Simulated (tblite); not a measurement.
C₄H₁₀O₂SSi₂.
Numbering: `[CH3:1][C@@H:2]1[CH2:3][C:4](=[O:5])[O:6][Si@@H:7]1[S:8][SiH3:9]` (hydrogens: H10, H11, H12 on C1; H13 on C2; H14, H15 on C3; H16 on Si7; H17, H18, H19 on Si9)

The geometry is computed with GFN2-xTB (gas phase).

**Question.** List the bond lengths, angles and torsions at this level.

**Answer.** 
```tsv
bond	length (Å)	order
C1–C2	1.525	single
C2–C3	1.532	single
C3–C4	1.513	single
C4=O5	1.195	double
C4–O6	1.343	single
O6–Si7	1.659	single
Si7–S8	2.124	single
S8–Si9	2.176	single
C2–Si7	1.909	single
C1–H10, C1–H11, C1–H12	1.088	single
C2–H13	1.094	single
C3–H14	1.090	single
C3–H15	1.095	single
Si7–H16	1.451	single
Si9–H17, Si9–H18, Si9–H19	1.454	single
```

Bonds in one row agree within 0.01 Å and their mean is given. Orders are formal, as drawn. A selection of angles:
```tsv
angle	degrees
C1–C2–C3	112.6
C1–C2–Si7	116.7
C3–C2–Si7	101.6
C2–C3–C4	110.5
C3–C4–O5	125.8
C3–C4–O6	112.8
O5–C4–O6	121.4
C4–O6–Si7	116.6
O6–Si7–S8	107.8
C2–Si7–O6	94.1
C2–Si7–S8	115.7
Si7–S8–Si9	100.9
```

Dihedral angles: C1–C2–C3–C4 -147° (anticlinal); C2–C3–C4–O5 -162° (antiperiplanar); C3–C4–O6–Si7 -6° (synperiplanar); C4–O6–Si7–S8 112° (anticlinal); O6–Si7–S8–Si9 17° (synperiplanar); C1–C2–Si7–O6 139° (anticlinal).

Si9 (SiH3 silicon) is distorted tetrahedral (angles from 100.7° to 113.8°). Of the pairs four or more bonds apart, H10···H15 is among the closest relative to their van der Waals radii: 2.49 Å, 104 % of the sum of Bondi's values. The C–O distances run from 1.195 Å (C4=O5, drawn double) to 1.343 Å (C4–O6, drawn single), a spread of 0.148 Å. The 5-membered ring C2–C3–C4–O6–Si7 has internal angles of 94.1° to 116.6° (sum 535°, against 540° for a flat polygon); it is puckered, 0.10 Å rms from its mean plane, widest ring torsion 22°. The 2 S–Si bonds span 2.124 Å (Si7–S8, drawn single) to 2.176 Å (S8–Si9, drawn single), a spread of 0.052 Å. Si7 (oxygen-bound silicon) has angles from 94.1° to 117.6°.

Point group: C1 (no symmetry element, even within 0.4 Å). Its GFN2-xTB frequencies are all real (lowest 22 cm⁻¹). One conformer, not necessarily the lowest.
